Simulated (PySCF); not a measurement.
Match the calculated data to a structure.

All candidates are C2H8OSi.

| technique | computed result |
| --- | --- |
| Triplet | lowest triplet excitation (Tamm–Dancoff): 7.02 eV [TDA CAM-B3LYP/def2-SVPD] |
| Rotational structure | rotational constants A, B, C: 16.992, 3.054, 2.763 GHz [PBE0-D3(BJ)/def2-SVP] |
| 1H NMR | chemical shifts (computed TMS as zero) by class: 4.84 (2 H), 3.63 (3 H), 0.29 (3 H) ppm [GIAO B3LYP/pcSseg-2] |
| 13C NMR | chemical shifts (computed TMS as zero) by class: 55.6 (1 C), -3.6 (1 C) ppm [GIAO B3LYP/pcSseg-2] |
| Polarisability | 57.1 au [CAM-B3LYP/def2-SVPD] |
| NMR, other nuclei | isotropic shieldings of nuclei other than C and H, by class: 317 (1 O), 339 (1 Si) ppm [GIAO B3LYP/pcSseg-2] |
| XPS | Si2p3/2 107.0, C1s 290.3, C1s 292.4, O1s 537.9, Si1s 1846.9 eV [ΔSCF SCAN, pcX-2 on the ionised atom, pcseg-1 elsewhere, spin-free X2C, 2p3/2 from a spin–orbit splitting computed afterwards within the 2p shell] |

The electronic properties come from PySCF, for the isolated species, density fitting. Levels stand in brackets. One conformer (not necessarily the lowest) at the PBE0-D3(BJ)/def2-SVP geometry, without solvent, vibrations or thermal averaging. Each NMR value is the plain mean over a class of atoms that symmetry, rotation or inversion makes alike.

**Question.** Which candidate is it?
A. `C[SiH](C)O`
B. `CO[SiH2]C`
C. `CC[SiH2]O`

**Answer.** B. It is `CO[SiH2]C`. Numbering: `[CH3:1][O:2][SiH2:3][CH3:4]`. Its formula, C2H8OSi, gives 0 degrees of unsaturation, so no ring and no π bond. 2 carbons fall into 2 classes; from least to most shielded: methoxy carbon [C1] (55.6 ppm), Si-methyl carbon [C4] (-3.6 ppm). Hydrogen classes from least to most shielded: 2 H on an oxygen-bound silicon, Si3 (4.84 ppm), 3 H on a methoxy carbon, C1 (3.63 ppm), 3 H on an Si-methyl carbon, C4 (0.29 ppm, a mean of values up to 0.6 ppm apart in this geometry). The other shieldings belong to: 317 ppm, silyl ether oxygen [O2]; 339 ppm, oxygen-bound silicon [Si3]. The core levels belong to: Si2p3/2 107.0 eV, oxygen-bound silicon [Si3]; C1s 290.3 eV, Si-methyl carbon [C4]; C1s 292.4 eV, methoxy carbon [C1]; O1s 537.9 eV, silyl ether oxygen [O2]; Si1s 1846.9 eV, oxygen-bound silicon [Si3]. The optimised geometry has point group Cs and is an asymmetric top.

The others, at the same levels:
- `C[SiH](C)O` fails: it has 1 carbon class against 2; its computed 13C shifts are 0.5 (2 C) ppm, core binding energies are Si2p3/2 106.8, C1s 290.1 (×2), O1s 538.2, Si1s 1846.7 eV and 1H shifts are 5.13 (1 H), 0.54 (1 H), 0.19 (6 H) ppm.
- `CC[SiH2]O` fails: its computed 13C shifts are 12.2 (1 C), 6.3 (1 C) ppm, core binding energies are Si2p3/2 107.1, C1s 290.3, C1s 290.8, O1s 538.5, Si1s 1847.0 eV and 1H shifts are 4.79 (2 H), 0.99 (3 H), 0.80 (2 H), 0.41 (1 H) ppm.

Each candidate is one conformer, not necessarily the lowest. Dipoles, sizes and rotational constants follow the conformer. The torsions of the flexible species, by atom-mapped SMILES:
- `[CH3:1][O:2][SiH2:3][CH3:4]`: C1–O2–Si3–C4 180°
- `[CH3:1][SiH:2]([CH3:3])[OH:4]`: H–O4–Si2–C1 64°
- `[CH3:1][CH2:2][SiH2:3][OH:4]`: C1–C2–Si3–O4 177°, H–O4–Si3–C2 60°
